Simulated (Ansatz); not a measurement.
Basis sets compared for [Cu(PH3)2]+ (CuP2H6⁺). The state is a singlet with charge 1. Geometry PBE-D4/def2-SVP. Ansatz on 4 threads of Arm Neoverse V1 on a shared host; times are rough, and most runs start from earlier orbitals.

```xyz
9

Cu   -0.006    0.008   -0.003
P     1.634    1.434    0.523
H     2.814    1.404   -0.279
H     2.207    1.326    1.825
H     1.335    2.828    0.488
P    -1.636   -1.431   -0.524
H    -2.272   -1.278   -1.792
H    -2.777   -1.474    0.332
H    -1.299   -2.816   -0.571
```

The 6-31G sets use Cartesian d functions.

```tsv
level	functions	energy (Eh)	HOMO (eV)	LUMO (eV)	wall time
HF/STO-3G	42	-2297.4205	-8.41	-1.91	0.6 s
HF/6-31G	67	-2323.2573	-14.99	-2.21	0.35 s
PBE-D4/def2-SVP	97	-2325.6041	-10.69	-5.72	1.3 s
PBE0-D4/def2-SVP	97	-2325.6774	-12.27	-4.75	1.1 s
```

Task: Estimate the rows for PBE-D4/def2-TZVP, PBE0-D4/def2-TZVP.

Result: 
```csv
level,functions,energy (Eh),HOMO (eV),LUMO (eV),wall time
PBE-D4/def2-TZVP,155,-2326.0974,-10.99,-6.20,1.1 s
PBE0-D4/def2-TZVP,155,-2326.1577,-12.50,-5.25,2 s
```
